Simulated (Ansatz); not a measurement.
Isolated molecules relaxed with PBE0-D4/def2-TZVP in Ansatz; ΔE leaves out vibrations. CBS: MP2 limit from def2 TZ/QZ plus the TZ coupled-cluster correction, frozen cores. This one scheme is used for every species. DFT in def2-TZVPP. One conformer a species, not always the lowest.

Reaction (formal hydrolysis of the Si–O bond): `B[SiH2]OC` + H₂O → `B[SiH2]O` + CH₃OH

```csv
level,ΔE (kcal/mol)
BHLYP,0.6
HF/def2-SVP,0.5
```

Task: What does CCSD(T)/CBS give? (Estimate.)

Result: Ansatz gave: +1.9 kcal/mol. The listed levels differ from it by -1.3, -1.4 kcal/mol.

Largest T1 diagnostic among the species: 0.012.

Leaving LDA and LC-ωPBE aside and taking each functional with its dispersion term where it has one, the values, not all of them listed here, spread over 0.6 kcal/mol, from B2PLYP to BHLYP-D4. LDA lies +0.8 kcal/mol from PBE without D4. In def2-TZVPP, CCSD(T) changes the Hartree–Fock value by +1.1 kcal/mol (the triples alone add +0.2 kcal/mol) and MP2 by +1.4 kcal/mol. The D4 term adds +1.2 kcal/mol with B3LYP and +0.7 kcal/mol with PBE0; it sums over pairs of atoms, weighted by their polarisabilities, and B3LYP, whose exchange is more repulsive, gets the larger term.

B3LYP here is the variant with VWN-RPA as its local correlation; programs differ in this.
